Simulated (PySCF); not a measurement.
# Co³⁺ (cobalt, charge +3) across methods

[Ar] 3d6, high-spin 5D determinant. Computed with PySCF 2.14 in aug-cc-pVTZ (8s7p5d3f2g, 93 functions), with no relativity, point nucleus.

| method | E (hartree) | mean ε 3p β (eV) | mean ε 3d α (eV) | mean ε 3d β (eV) | Σ⟨r²⟩ (bohr²) | ⟨S²⟩ |
| --- | --- | --- | --- | --- | --- | --- |
| wB97X | -1380.614 | -105.96 | -52.351 | -48.033 | 12.99 | 6.001 |
| PBE0 | -1380.361 | -103.75 | -50.284 | -45.725 | 13.04 | 6.001 |
| LDA | -1377.939 | -100.22 | -47.459 | -43.036 | 13.16 | 6.001 |
| M06 | -1380.523 | -103.94 | -50.260 | -44.862 | 13.01 | 6.003 |
| UHF | -1379.45423 | -113.17 | -58.657 | -52.426 | 12.88 | 6.003 |
| r2SCAN | -1380.557 | -101.05 | -47.750 | -43.227 | 13.02 | 6.002 |
| B3LYP | -1380.603 | -103.12 | -49.712 | -45.417 | 13.09 | 6.001 |
| PBE | -1380.301 | -100.07 | -47.204 | -43.101 | 13.13 | 6.001 |
| B97-3 | -1380.448 | -104.05 | -50.344 | -45.865 | 13.01 | 6.002 |
